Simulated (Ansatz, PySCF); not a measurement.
Species: sum formula BOF, net charge -1, doublet state. 
Geometry from a B3LYP-D3(BJ)/def2-TZVP (Ansatz, a quantum-chemistry and plane-wave program) optimisation:
```xyz
3

F     -1.1764    -0.0057    -0.0825
B      0.1418     0.3597     0.2079
O      1.2348    -0.2184    -0.0371
```
Charge -1, spin multiplicity 2.

Total electronic energies in hartree. Cores are frozen in the correlated levels unless marked. Open shells are spin-unrestricted. Spin-orbit coupling is left out. Non-relativistic unless marked X2C. FCI takes restricted orbitals. CBS(X,Y): correlation extrapolated as X^-3; Hartree-Fock from the larger set. The bracket is a focal-point correction in the basis named.

```tsv
level	program	energy (Eh)
HF/cc-pwCVTZ	Ansatz	-199.12171
BLYP/def2-TZVPD	PySCF	-200.07517
r2SCAN-D4/def2-TZVPD	Ansatz + dftd4	-199.99807
B97M-V/def2-TZVPD	Ansatz	-200.03852
B3LYP-D3(BJ)/def2-TZVPD	Ansatz + dftd3	-200.09915
B2GP-PLYP/def2-TZVPD	Ansatz	-199.93396
B2PLYP-D4/def2-TZVPD	Ansatz + dftd4	-199.97146
MP2/STO-3G	Ansatz	-196.17653
RI-MP2/aug-cc-pVQZ	Ansatz	-199.78579
CCSD/STO-3G	Ansatz	-196.18923
CCSD/aug-cc-pVTZ	Ansatz	-199.72650
CCSD/cc-pVQZ	Ansatz	-199.76539
X2C-CCSD(T)/cc-pVTZ-DK	Ansatz	-199.86512
FCI/STO-3G	Ansatz	-196.19811
RI-MP2/CBS(aug-cc-pVTZ,aug-cc-pVQZ)+[CCSD(T)-MP2]/aug-cc-pVTZ	Ansatz	-199.8386
```

Totals of different functionals don't rank their quality; only differences between species are comparable.
